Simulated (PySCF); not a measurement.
Species: C₃H₉NSi.
Bonds: C1–C2, C2–C3, C2–N4 (double), N4–Si5. Hydrogens: H6, H7, H8 on C1; H9, H10, H11 on C3; H12, H13, H14 on Si5.

The same species was optimised twice, with GFN2-xTB and with PBE0-D3(BJ)/def2-SVP (PySCF), and the same property calculations (PySCF, gas phase) were run on both structures.

```tsv
coordinate	GFN2-xTB	PBE0-D3(BJ)/def2-SVP	change
Si5–H13 (Å)	1.473	1.505	+0.032
Si5–H12 (Å)	1.461	1.493	+0.032
Si5–H14 (Å)	1.462	1.493	+0.031
N4–Si5 (Å)	1.709	1.736	+0.027
C2=N4 (Å)	1.253	1.269	+0.016
C3–H9 (Å)	1.088	1.102	+0.014
C3–H10 (Å)	1.089	1.103	+0.014
C1–H6 (Å)	1.088	1.102	+0.014
C1–H7 (Å)	1.090	1.103	+0.013
C1–H8 (Å)	1.086	1.097	+0.011
C3–H11 (Å)	1.086	1.097	+0.011
C1–C2 (Å)	1.504	1.509	+0.005
C2–C3 (Å)	1.502	1.506	+0.004
C2–N4–Si5 (°)	138.5	133.9	-4.6
H12–Si5–H14 (°)	113.3	109.0	-4.3
N4–Si5–H14 (°)	103.4	107.6	+4.2
N4–Si5–H12 (°)	103.4	107.5	+4.1
N4–Si5–H13 (°)	119.2	117.0	-2.2
C2–C1–H8 (°)	110.8	112.3	+1.5
H6–C1–H7 (°)	108.0	106.5	-1.5
H9–C3–H10 (°)	107.9	106.7	-1.2
```

Rotational constants: A = 8004, B = 2228, C = 1820 MHz (GFN2-xTB) against A = 7950, B = 2215, C = 1808 MHz (PBE0-D3(BJ)/def2-SVP).

On the GFN2-xTB structure: lowest singlet, TDDFT (eV) 4.35 [PBE0/def2-SVPD]; lowest triplet, Tamm–Dancoff (eV) 3.81 [PBE0/def2-SVPD]; isotropic polarisability (au) 73.9 [PBE0/def2-SVPD]; HOMO (eV) -6.65 [PBE0/def2-SVPD]; LUMO (eV) -0.33 [PBE0/def2-SVPD]; dipole (D) 2.23 [PBE0/def2-SVPD]; HOMO (eV) -6.63 [PBE0/pcSseg-1]; LUMO (eV) -0.24 [PBE0/pcSseg-1]; dipole (D) 2.21 [PBE0/pcSseg-1]; GIAO shielding of C1 (ppm) 159.5 [PBE0/pcSseg-1]; GIAO shielding of C2 (ppm) 2.9 [PBE0/pcSseg-1]; GIAO shielding of C3 (ppm) 152.3 [PBE0/pcSseg-1]; GIAO shielding of N4 (ppm) -88.1 [PBE0/pcSseg-1]; GIAO shielding of Si5 (ppm) 424.1 [PBE0/pcSseg-1].

Q: What do these properties become on the PBE0-D3(BJ)/def2-SVP structure?

A: 
```
                                    property           level  on GFN2-xTB  on PBE0-D3(BJ)/def2-SVP  change
                  lowest singlet, TDDFT (eV)  PBE0/def2-SVPD         4.35                     4.29   -0.06
           lowest triplet, Tamm–Dancoff (eV)  PBE0/def2-SVPD         3.81                     3.74   -0.07
               isotropic polarisability (au)  PBE0/def2-SVPD         73.9                     75.8    +1.9
                                   HOMO (eV)  PBE0/def2-SVPD        -6.65                    -6.78   -0.13
                                   LUMO (eV)  PBE0/def2-SVPD        -0.33                    -0.53   -0.20
                                  dipole (D)  PBE0/def2-SVPD         2.23                     2.39   +0.16
energy, GFN2-xTB geometry as zero (kcal/mol)  PBE0/def2-SVPD          0.0                     -2.4    -2.4
                                   HOMO (eV)   PBE0/pcSseg-1        -6.63                    -6.77   -0.14
                                   LUMO (eV)   PBE0/pcSseg-1        -0.24                    -0.46   -0.22
                                  dipole (D)   PBE0/pcSseg-1         2.21                     2.40   +0.19
energy, GFN2-xTB geometry as zero (kcal/mol)   PBE0/pcSseg-1          0.0                     -1.7    -1.7
                  GIAO shielding of C1 (ppm)   PBE0/pcSseg-1        159.5                    159.0    -0.5
                  GIAO shielding of C2 (ppm)   PBE0/pcSseg-1          2.9                     -3.9    -6.8
                  GIAO shielding of C3 (ppm)   PBE0/pcSseg-1        152.3                    150.3    -2.0
                  GIAO shielding of N4 (ppm)   PBE0/pcSseg-1        -88.1                    -95.4    -7.3
                 GIAO shielding of Si5 (ppm)   PBE0/pcSseg-1        424.1                    421.8    -2.3
```

The heavy atoms differ by 0.038 Å rms after alignment. Among all bonds Si5–H12, Si5–H13 and Si5–H14 change most and about equally (+0.031 to +0.032 Å). Changes are differences of the printed values. Neither structure is proved a minimum here.
